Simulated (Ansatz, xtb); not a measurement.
# Relative energy of two isomers of C4H9FOSe

Structure a is `CC[Se]COCF`, a singlet and structure b is `CO[C@H](F)CC[SeH]`, a singlet. Both are isolated molecules in the gas phase, relaxed with B3LYP-D3(BJ)/def2-SVP, each in the lowest conformer that the search found.

Task: Which of the two would you expect CCSD(T)/def2-SVP + ΔMP2/def2-TZVPP electronic energies to favour?

Result: Structure b; the calculation gives E(b) − E(a) = −0.257 eV.

The same difference at several levels:

| level | geometry | E(b) − E(a) (eV) | departure from the last row (eV) | job, with rough time for the two |
| --- | --- | --- | --- | --- |
| B3LYP-D3(BJ)/def2-SVP | B3LYP-D3(BJ)/def2-SVP | −0.317 | −0.060 | optimisation, 1.9 min |
| HF/def2-SVP | B3LYP-D3(BJ)/def2-SVP | −0.442 | −0.185 | part of the CCSD(T) run |
| MP2/def2-SVP | B3LYP-D3(BJ)/def2-SVP | −0.390 | −0.133 | part of the CCSD(T) run |
| CCSD(T)/def2-SVP | B3LYP-D3(BJ)/def2-SVP | −0.418 | −0.161 | single point |
| CCSD(T)/def2-SVP + ΔMP2/def2-TZVPP | B3LYP-D3(BJ)/def2-SVP | −0.257 |  | single point, 3 min |

As drawn, b has 1 C–C, 1 Se–H in place of 1 C–Se, 1 C–H.

None of the levels shown reverses the order. The largest departure from CCSD(T)/def2-SVP + ΔMP2/def2-TZVPP is that of HF/def2-SVP, 0.185 eV. Levels run at GFN2-xTB geometries aren't shown. The last row adds to CCSD(T) the change of the MP2 difference between the two basis sets, here +0.161 eV, a large step that makes the value less sure.

With thermal terms from frequencies at re-optimised GFN2-xTB minima (ideal gas, soft modes damped towards free rotors, one conformer each, 298.15 K, 1 atm): on the last row, ΔE + ΔZPE = −0.315, ΔH = −0.326, ΔG = −0.290 eV.

The correlated steps freeze 15 core orbitals; the filled d shell of Se is correlated, in a basis made for valence electrons. Mirror images aren't counted in ΔG. Codes used: Ansatz 0.2.0, xtb 6.7.1; the last row on 4 threads of Arm Neoverse V1 on a shared host.
